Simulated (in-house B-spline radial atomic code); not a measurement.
A run on Cr that did not converge. Method: non-relativistic wB97X, spin-polarised, spherical fractional occupations, point nucleus; computed with an all-electron radial atomic-structure program (B-spline basis).

Command:
```bash
python run_scf.py task.json out
```
Settings:
```
Z                24
configuration    [Ar] 3d5 4s0.5 4f0.5
hamiltonian      nr
method           wb97x
spin_polarised   True
```

First and last ten iterations of the last attempt (damped for 15 steps, keeping 80 % of the old Fock matrix, then DIIS):
```
 iter        energy (Eh)    residual
    1       -1034.546579    3.41e-01
    2       -1037.908718    4.26e-01
    3       -1040.903441    2.94e-01
    4       -1042.566748    1.95e-01
    5       -1043.463450    1.26e-01
    6       -1043.930043    8.16e-02
    7       -1044.132921    5.73e-02
    8       -1044.227725    3.92e-02
    9       -1044.271725    2.63e-02
   10       -1044.292218    1.88e-02
  111       -1044.315413    4.02e-04
  112       -1044.315427    4.57e-04
  113       -1044.315414    3.68e-04
  114       -1044.315401    4.15e-04
  115       -1044.315371    3.87e-04
  116       -1044.315475    1.53e-04
  117       -1044.315500    2.64e-04
  118       -1044.315459    2.25e-04
  119       -1044.315355    3.47e-04
  120       -1044.315341    2.85e-04
 not converged after 120 iterations
```

The smallest residual met was 1.5e-04; the threshold is about 2e-07. No energy from this run should be used. Time taken, with all properties: 6 s on 1 thread of Intel(R) Xeon(R) 6975P-C (shared host).
